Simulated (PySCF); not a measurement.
# Working out the excitation energy of He

He 1s2 (1S) → He 1s1 2s1 (3S). Calculation: PySCF 2.14, in aug-cc-pVQZ; no relativity, point nucleus. Frozen: nothing. Energies in hartree (1 hartree = 27.21139 eV):

```
            part  He (lower)  He (upper)
             UHF   -2.861522   -2.171179
CCSD correlation   -0.041012   -0.001037
             (T)    0.000000    0.000000
```

Question: What does Hartree-Fock give?

Answer: (-2.171179) − (-2.861522) = 0.690343 hartree = 18.785 eV.

Question: What do CCSD and CCSD(T) give?

Answer: The CCSD correlation energies differ by 0.039975 hartree = 1.088 eV and the triples by 0.000000 hartree = 0.000 eV, so CCSD gives 19.873 eV and CCSD(T) 19.873 eV.

Measured between the centres of the two terms (NIST): 19.820 eV, so CCSD(T) (valence) is off by 0.053 eV.

What remains against the reference includes basis incompleteness and higher excitations.
